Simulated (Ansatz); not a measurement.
```xyz
4

Al    0.0225   -0.0352   -0.0274
Cl    2.1244   -0.0067   -0.0197
Cl   -1.0471    1.7515   -0.0067
Cl   -1.0503   -1.8456    0.0184
```

Basis set: cc-pVTZ (spherical functions). Frozen core: 20 orbitals. Charge 0, multiplicity 1.

Computed with Ansatz (development build ahead of 0.2.0); each method stands on the lowest determinant of its kind that the runs found. Restricted open shells among the atoms or ions are ROHF, correlated in semicanonical orbitals with singles.

**Question.** Give the atomization energy at this shape (free ground-state atoms in the same class of orbitals less the molecule, no zero-point energy) of singlet AlCl₃ by RHF-MP2, RHF.

**Answer.**

```json
{"method": "RHF-MP2", "atomization energy": "13.46 eV"}
{"method": "RHF", "atomization energy": "10.99 eV"}
```
